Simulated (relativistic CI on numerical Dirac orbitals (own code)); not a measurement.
## L2,3 absorption of copper in several valence states

Computed multiplet spectra 2p⁶3dⁿ → 2p⁵3dⁿ⁺¹ (Dirac-Coulomb-Breit ions, Slater integrals scaled by 0.8, an assumed crystal field that grows with the charge, no charge transfer; 300 K; Lorentzian 0.4 eV and Gaussian 0.3 eV FWHM at both edges, so that L2 comes out sharper than in experiment). Peaks over 5 % are given in eV from the highest peak in the L3 region of each spectrum (height, largest 100). S of the lowest state is read from ⟨S²⟩, and the branching ratio is the share of L3, cut at the minimum between the edges.

Field parameters in Wybourne normalisation: Oh B⁴₀ = 21Dq, B⁴₄ = √(5/14) B⁴₀. The field is a parameter set, without covalency.

- Cu2+ (d9, Oh, 10Dq = 17100 cm⁻¹): S = 0.50, branching ratio 0.72; peaks 0.0 (100), 20.1 (39)
- Cu3+ (d8, Oh, 10Dq = 22100 cm⁻¹): S = 1.00, branching ratio 0.73; peaks 0.0 (100), 2.3 (19), 20.3 (24), 21.6 (24)
- Cu4+ (d7, Oh, 10Dq = 27100 cm⁻¹): S = 0.61, low spin, branching ratio 0.74; peaks -3.5 (71), -1.5 (92), -0.9 (50), 0.0 (100), 0.6 (68), 2.7 (6), 3.4 (7), 4.2 (9), 16.1 (8), 17.0 (29), 19.3 (54), 20.6 (21), 22.2 (8)

The centroid of the whole edge, which also moves with the branching ratio, lies at 938.0 (Cu2+), 941.6 (Cu3+), 944.3 (Cu4+) eV in this ionic model, in steps of 2.7 to 3.6 eV. Compounds show about 1 to 2 eV a unit and lower energies for the high valences, since ligands screen the charge. The multiplet shape follows the d count and the spin state, and so serves as a fingerprint of valence. Cu4+ lies at a spin crossover.
